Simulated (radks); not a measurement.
Results of a calculation; reference values are marked as such.
Numerical settings for the bismuth ion Bi+, [Hg] 6p2. Level of theory: scalar-relativistic Kohn-Sham, r2SCAN, spin-unpolarised, spherical densities, finite nucleus; meta-GGA in the generalised Kohn-Sham scheme; Fermi nuclear charge, rms radius 5.5211 fm (a radial shooting solver on a logarithmic mesh with Libxc functionals). The defaults (mesh step 0.008 in ln r, mesh end at 40 bohr or more with all orbitals vanishing there, Anderson mixing 0.5 over 9 steps, residual threshold near 1e-9 with the energy settled to 1e-9 hartree or 1e-11 of itself, here a cap of 58 iterations) give E = -21526.507 hartree and 6p at -11.500 eV in 12 iterations. Run on one thread of a shared host, so times are rough (Intel(R) Xeon(R) Platinum 8559C): 0.13 s of CPU time, 0.13 s wall, 12 iterations on 2360 mesh points. Changes against that run (0 stands for a change within the tolerance of the run):

[
 {"setting": "mesh step in ln r 0.12", "iterations": "4", "converged": "no", "E (mhartree)": "diverged", "e(6p) (meV)": "-", "CPU (s)": "0.01"},
 {"setting": "mesh step in ln r 0.03", "iterations": "12", "converged": "yes", "E (mhartree)": "-0.869", "e(6p) (meV)": "0", "CPU (s)": "0.04"},
 {"setting": "mesh step in ln r 0.003", "iterations": "12", "converged": "yes", "E (mhartree)": "0", "e(6p) (meV)": "+0.169", "CPU (s)": "0.39"},
 {"setting": "mesh end (bohr) 20", "iterations": "12", "converged": "yes", "E (mhartree)": "0", "e(6p) (meV)": "0", "CPU (s)": "0.14"},
 {"setting": "mesh end (bohr) 8", "iterations": "12", "converged": "yes", "E (mhartree)": "+0.754", "e(6p) (meV)": "+38.3", "CPU (s)": "0.13"},
 {"setting": "residual threshold 0.1", "iterations": "9", "converged": "yes", "E (mhartree)": "0", "e(6p) (meV)": "+1.88", "CPU (s)": "0.13"},
 {"setting": "residual threshold 0.01", "iterations": "9", "converged": "yes", "E (mhartree)": "0", "e(6p) (meV)": "+1.88", "CPU (s)": "0.12"},
 {"setting": "mixing 1.5", "iterations": "13", "converged": "yes", "E (mhartree)": "0", "e(6p) (meV)": "+0.00287", "CPU (s)": "0.17"},
 {"setting": "linear mixing, mixing 0.05", "iterations": "58", "converged": "no", "E (mhartree)": "+69.1", "e(6p) (meV)": "-200", "CPU (s)": "0.65"},
 {"setting": "linear mixing, mixing 0.8", "iterations": "58", "converged": "yes", "E (mhartree)": "0", "e(6p) (meV)": "0", "CPU (s)": "0.78"},
 {"setting": "mixing history 2", "iterations": "14", "converged": "yes", "E (mhartree)": "0", "e(6p) (meV)": "+0.00485", "CPU (s)": "0.19"},
 {"setting": "iteration cap 5", "iterations": "5", "converged": "no", "E (mhartree)": "+10", "e(6p) (meV)": "+74.4", "CPU (s)": "0.08"}
]

No run marked as converged misses the energy by more than 1 mhartree. A mesh that ends early acts as a hard wall.
